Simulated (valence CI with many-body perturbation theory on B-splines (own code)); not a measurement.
# E1 line list for Nb³⁴⁺

Calculated by configuration interaction combined with many-body perturbation theory (CI+MBPT): five valence electrons over a frozen Dirac-Fock core [He], radial functions for each j: 11 s, 11 p, 10 d, 8 f, 5 g, 2 h, with the one-electron correlation potential Σ1, the two-electron term Σ2, the three-electron term Σ3, Breit, model QED; selected CI, second order for the rest, scaled by the run's own slope (own B-spline code, finite nucleus).

No measured spectrum was set against this ion. As an estimate, large intervals hold to a few tenths of a per cent, small ones and those within an open d or f shell to about a per cent. Among the levels kept, up to 10000 cm⁻¹ of a level comes from second order outside the variational space, and about a tenth of that is noise between levels of different J, which matters for small intervals.

Lines 201 to 250 of 595 in falling wavelength, among levels below 3094.7 eV, chosen from the strongest by gf and those to the six lowest levels. Wavelengths and rates use the calculated energies. Electric multipoles are in the length gauge, E1 and E2 with the static RPA response of the core. Weak lines are less certain than strong ones. Lines between different terms over intervals too small for the method are left out, as are lines whose strength nearly cancels. The highest levels of a list are the least certain.

Levels are named by their leading jj configuration (3d3/2^4 stands for four electrons in 3d with j = 3/2), which in mixed levels can hold well under half, so a name can repeat and another be missing. Letters in brackets count levels of one name in rising energy.

| λ vac (Å) | Upper | Lower | A (s⁻¹) | S (a.u.) with core polarisation | S without |
| --- | --- | --- | --- | --- | --- |
| 53.97 | (2s 2p1/2 2p3/2^2 3p1/2) J=7/2 | (2s^2 2p1/2 2p3/2 3p1/2) J=5/2 | 2.50e+10 | 1.55e-02 | 1.56e-02 |
| 52.18 | (2s 2p1/2^2 2p3/2^2) J=5/2 | (2s^2 2p1/2^2 2p3/2) J=3/2 | 3.53e+10 | 1.49e-02 | 1.49e-02 |
| 49.53 | (2s 2p3/2^3 3s) J=5/2 | (2s^2 2p3/2^2 3s) J=5/2 | 1.27e+11 | 4.56e-02 | 4.57e-02 |
| 49.37 | (2s 2p3/2^3 3p3/2) J=7/2 | (2s^2 2p3/2^2 3p3/2) J=7/2 | 1.21e+11 | 5.75e-02 | 5.76e-02 |
| 49.10 | (2s 2p3/2^3 3p1/2) J=5/2 | (2s^2 2p3/2^2 3p1/2) J=5/2 | 1.23e+11 | 4.33e-02 | 4.34e-02 |
| 48.98 | (2s 2p3/2^3 3p1/2) J=3/2 [a] | (2s^2 2p3/2^2 3p1/2) J=3/2 | 1.25e+11 | 2.89e-02 | 2.90e-02 |
| 48.75 | (2p1/2^2 2p3/2^2 3s) J=5/2 | (2s 2p1/2^2 2p3/2 3s) J=3/2 [b] | 6.79e+10 | 2.33e-02 | 2.33e-02 |
| 48.35 | (2s 2p3/2^3 3s) J=3/2 [a] | (2s^2 2p3/2^2 3s) J=3/2 | 6.46e+10 | 1.44e-02 | 1.44e-02 |
| 48.26 | (2s 2p1/2 2p3/2^2 3d5/2) J=9/2 [c] | (2s^2 2p1/2 2p3/2 3d5/2) J=7/2 [b] | 2.77e+10 | 1.54e-02 | 1.54e-02 |
| 48.21 | (2p1/2^2 2p3/2^2 3p1/2) J=5/2 | (2s 2p1/2^2 2p3/2 3p1/2) J=3/2 [b] | 6.52e+10 | 2.16e-02 | 2.17e-02 |
| 48.18 | (2s 2p3/2^3 3p3/2) J=5/2 [b] | (2s^2 2p3/2^2 3p3/2) J=3/2 [b] | 6.78e+10 | 2.25e-02 | 2.25e-02 |
| 48.10 | (2s 2p1/2 2p3/2^3) J=3/2 [a] | (2s^2 2p1/2 2p3/2^2) J=3/2 | 1.46e+11 | 3.21e-02 | 3.22e-02 |
| 48.02 | (2s 2p3/2^3 3p3/2) J=5/2 [a] | (2s^2 2p3/2^2 3p3/2) J=5/2 | 7.41e+10 | 2.43e-02 | 2.44e-02 |
| 47.80 | (2s 2p1/2 2p3/2^2 3p3/2) J=7/2 [c] | (2s^2 2p1/2 2p3/2 3p3/2) J=5/2 [b] | 3.39e+10 | 1.46e-02 | 1.47e-02 |
| 47.80 | (2s 2p1/2^2 2p3/2 3d5/2) J=7/2 [b] | (2s^2 2p1/2^2 3d5/2) J=5/2 | 9.17e+10 | 3.95e-02 | 3.96e-02 |
| 47.50 | (2s 2p1/2^2 2p3/2 3p3/2) J=5/2 [b] | (2s^2 2p1/2^2 3p3/2) J=3/2 | 1.12e+11 | 3.57e-02 | 3.58e-02 |
| 47.46 | (2s 2p1/2 2p3/2^2 3d5/2) J=7/2 [d] | (2s^2 2p1/2 2p3/2 3d5/2) J=7/2 [b] | 6.11e+10 | 2.58e-02 | 2.59e-02 |
| 47.28 | (2s 2p3/2^3 3p1/2) J=3/2 [b] | (2s^2 2p3/2^2 3p1/2) J=1/2 | 6.07e+10 | 1.27e-02 | 1.27e-02 |
| 46.97 | (2s 2p1/2^2 2p3/2 3d3/2) J=5/2 [b] | (2s^2 2p1/2^2 3d3/2) J=3/2 | 9.52e+10 | 2.92e-02 | 2.93e-02 |
| 46.93 | (2s 2p1/2 2p3/2^3) J=5/2 | (2s^2 2p1/2 2p3/2^2) J=5/2 | 1.32e+11 | 4.03e-02 | 4.04e-02 |
| 46.92 | (2s 2p3/2^3 3s) J=3/2 [b] | (2s^2 2p3/2^2 3s) J=1/2 | 6.89e+10 | 1.41e-02 | 1.41e-02 |
| 46.85 | (2s 2p1/2^2 2p3/2 3s) J=1/2 | (2s^2 2p1/2^2 3s) J=1/2 | 1.28e+11 | 1.29e-02 | 1.30e-02 |
| 46.79 | (2s 2p3/2^3 3p3/2) J=1/2 | (2s^2 2p3/2^2 3p3/2) J=1/2 | 1.29e+11 | 1.30e-02 | 1.31e-02 |
| 46.74 | (2s 2p1/2^2 2p3/2 3d5/2) J=5/2 [b] | (2s^2 2p1/2^2 3d5/2) J=5/2 | 1.25e+11 | 3.78e-02 | 3.79e-02 |
| 46.69 | (2s 2p1/2 2p3/2^2 3d5/2) J=7/2 [e] | (2s^2 2p1/2 2p3/2 3d5/2) J=7/2 [b] | 5.96e+10 | 2.40e-02 | 2.40e-02 |
| 46.69 | (2s 2p1/2^2 2p3/2 3d3/2) J=3/2 [b] | (2s^2 2p1/2^2 3d3/2) J=3/2 | 1.17e+11 | 2.35e-02 | 2.36e-02 |
| 46.68 | (2s 2p1/2 2p3/2^2 3p3/2) J=5/2 [d] | (2s^2 2p1/2 2p3/2 3p3/2) J=5/2 [b] | 5.57e+10 | 1.68e-02 | 1.68e-02 |
| 46.60 | (2s 2p1/2^2 2p3/2 3p1/2) J=3/2 [b] | (2s^2 2p1/2^2 3p1/2) J=1/2 | 1.26e+11 | 2.51e-02 | 2.52e-02 |
| 46.53 | (2s 2p1/2^2 2p3/2 3p3/2) J=3/2 [b] | (2s^2 2p1/2^2 3p3/2) J=3/2 | 1.22e+11 | 2.42e-02 | 2.43e-02 |
| 46.53 | (2s 2p1/2 2p3/2^2 3d5/2) J=5/2 [f] | (2s^2 2p1/2 2p3/2 3d5/2) J=3/2 [b] | 5.50e+10 | 1.64e-02 | 1.65e-02 |
| 46.50 | (2s 2p1/2 2p3/2^3) J=1/2 | (2s^2 2p1/2 2p3/2^2) J=1/2 | 1.14e+11 | 1.13e-02 | 1.13e-02 |
| 46.37 | (2s 2p1/2 2p3/2^2 3s) J=1/2 [a] | (2s^2 2p1/2 2p3/2 3s) J=3/2 [a] | 1.35e+11 | 1.33e-02 | 1.33e-02 |
| 46.28 | (2s 2p1/2^2 2p3/2 3s) J=3/2 [b] | (2s^2 2p1/2^2 3s) J=1/2 | 1.25e+11 | 2.45e-02 | 2.46e-02 |
| 46.27 | (2p1/2 2p3/2^4) J=1/2 | (2s 2p1/2 2p3/2^3) J=3/2 [b] | 3.22e+11 | 3.15e-02 | 3.16e-02 |
| 46.20 | (2s 2p1/2^2 2p3/2 3d5/2) J=3/2 [b] | (2s^2 2p1/2^2 3d5/2) J=5/2 | 1.48e+11 | 2.88e-02 | 2.89e-02 |
| 46.16 | (2s 2p1/2 2p3/2^2 3p3/2) J=5/2 [e] | (2s^2 2p1/2 2p3/2 3p3/2) J=5/2 [b] | 8.70e+10 | 2.53e-02 | 2.54e-02 |
| 45.98 | (2s 2p1/2 2p3/2^2 3p3/2) J=1/2 [d] | (2s^2 2p1/2 2p3/2 3p3/2) J=1/2 [b] | 1.42e+11 | 1.36e-02 | 1.36e-02 |
| 45.92 | (2s 2p1/2^2 2p3/2 3d3/2) J=1/2 [b] | (2s^2 2p1/2^2 3d3/2) J=3/2 | 1.52e+11 | 1.45e-02 | 1.45e-02 |
| 45.91 | (2s 2p1/2 2p3/2^2 3d5/2) J=5/2 [f] | (2s^2 2p1/2 2p3/2 3d5/2) J=5/2 [b] | 9.07e+10 | 2.60e-02 | 2.60e-02 |
| 45.89 | (2s 2p1/2 2p3/2^2 3d5/2) J=3/2 [d] | (2s^2 2p1/2 2p3/2 3d5/2) J=3/2 [b] | 8.44e+10 | 1.61e-02 | 1.62e-02 |
| 45.85 | (2s 2p3/2^3 3p3/2) J=3/2 [b] | (2s^2 2p3/2^2 3p3/2) J=3/2 [a] | 1.47e+11 | 2.80e-02 | 2.81e-02 |
| 45.78 | (2s 2p1/2 2p3/2^2 3p3/2) J=3/2 [c] | (2s^2 2p1/2 2p3/2 3p3/2) J=5/2 [a] | 1.04e+11 | 1.96e-02 | 1.97e-02 |
| 45.70 | (2s 2p1/2 2p3/2^2 3d5/2) J=9/2 [c] | (2s^2 2p1/2 2p3/2 3d5/2) J=9/2 | 1.43e+11 | 6.74e-02 | 6.76e-02 |
| 45.68 | (2s 2p1/2 2p3/2^2 3p3/2) J=7/2 [c] | (2s^2 2p1/2 2p3/2 3p3/2) J=7/2 | 1.72e+11 | 6.47e-02 | 6.49e-02 |
| 45.63 | (2s 2p1/2 2p3/2^2 3d5/2) J=3/2 [c] | (2s^2 2p1/2 2p3/2 3d5/2) J=5/2 [a] | 1.29e+11 | 2.43e-02 | 2.43e-02 |
| 45.62 | (2s 2p1/2 2p3/2^2 3s) J=3/2 [c] | (2s^2 2p1/2 2p3/2 3s) J=3/2 [b] | 1.76e+11 | 3.30e-02 | 3.31e-02 |
| 45.56 | (2s 2p1/2 2p3/2^2 3p1/2) J=5/2 [c] | (2s^2 2p1/2 2p3/2 3p1/2) J=5/2 | 1.68e+11 | 4.70e-02 | 4.71e-02 |
| 45.53 | (2s 2p1/2 2p3/2^2 3d3/2) J=5/2 [d] | (2s^2 2p1/2 2p3/2 3d3/2) J=5/2 [b] | 1.14e+11 | 3.19e-02 | 3.20e-02 |
| 45.50 | (2s 2p1/2 2p3/2^2 3d5/2) J=5/2 [d] | (2s^2 2p1/2 2p3/2 3d5/2) J=7/2 [a] | 7.79e+10 | 2.17e-02 | 2.18e-02 |
| 45.41 | (2s 2p1/2 2p3/2^2 3d3/2) J=7/2 [c] | (2s^2 2p1/2 2p3/2 3d3/2) J=7/2 | 1.41e+11 | 5.22e-02 | 5.23e-02 |
